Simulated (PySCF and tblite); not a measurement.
C₅H₃BrN₂O, numbered as in [O:1]=[CH:2][c:3]1[cH:4][n:5][n:6][c:7]([Br:8])[cH:9]1. Conformers came from 60 starts (ETKDG and KDG, MMFF94s, GFN2-xTB); geometries are GFN2-xTB. Weights use B3LYP-D3(BJ)/pcSseg-1 (IEF-PCM, tetrahydrofuran) energies plus GFN2-xTB zero-point and thermal terms (modes under about 100 cm⁻¹ blended into free rotors). Symmetry numbers and mirror images are counted. Conformers within 2.5 kcal/mol (GFN2-xTB free energy) were kept, 2 at most. GIAO shieldings: B3LYP/pcSseg-1 (IEF-PCM, tetrahydrofuran). Couplings: B3LYP/6-31G* with pcJ-1 on H (gas phase; spin-dipole term only for pairs with B, N, F, Si or P). H–H couplings come out 0.1 to 0.9 Hz lower than with pcJ-1 on all atoms. Shifts are against TMS (¹H), TMS (¹³C) at the same level. Programs: PySCF with density fitting and tblite.

Torsions listed: O1–C2–C3–C4.

Two conformers hold nearly all the population. I: 180°; δ(C9) = 135.70 ppm. II: 0°; δ(C9) = 142.95 ppm. The average over the ensemble at 298.15 K is 139.28 ppm.

Q: What populations and free-energy difference follow from a two-state model?

A: p(I) = (139.28 − 142.95)/(135.70 − 142.95) = 0.51, so K = p(II)/p(I) = 0.98 and G(II) − G(I) = −RT ln K = 0.01 kcal/mol. The weights computed directly are 50.6 % and 49.4 %.

Spin–orbit effects of the heavy atoms on shieldings are missing.
